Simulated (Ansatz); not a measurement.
Mulliken charges of `S[SiH](Cl)[SeH]` from r2SCAN/def2-TZVPP in Ansatz (PBE0-D4/def2-TZVP geometry).

| atom | x (Å) | y (Å) | z (Å) | charge (e) |
| --- | --- | --- | --- | --- |
| S1 | 0.173 | 1.505 | -1.092 | -0.231 |
| Si2 | -0.011 | 0.215 | 0.585 | 0.500 |
| Cl3 | 1.759 | 0.453 | 1.590 | -0.229 |
| Se4 | -0.441 | -1.930 | 0.006 | -0.171 |
| H5 | -0.959 | 1.051 | -1.660 | 0.117 |
| H6 | -1.109 | 0.581 | 1.505 | -0.063 |
| H7 | 0.648 | -1.943 | -0.980 | 0.077 |

Problem. By hand: the dipole of these point charges (1 e Å = 4.8032 D).

Solution. Σ q r = (-0.365, -0.077, -0.185) e Å, of length 0.416 e Å = 2.00 D.

Problem. How does the dipole of the full density compare? (Estimate.)

Solution. The calculation gave: (-0.205, -0.071, -0.186) e Å, 1.37 D; the point charges give 1.46 times that, at 15° from its direction.

Point charges leave out the atoms' own dipoles, such as those of lone pairs, and Mulliken's split depends on the basis, so the two needn't agree.
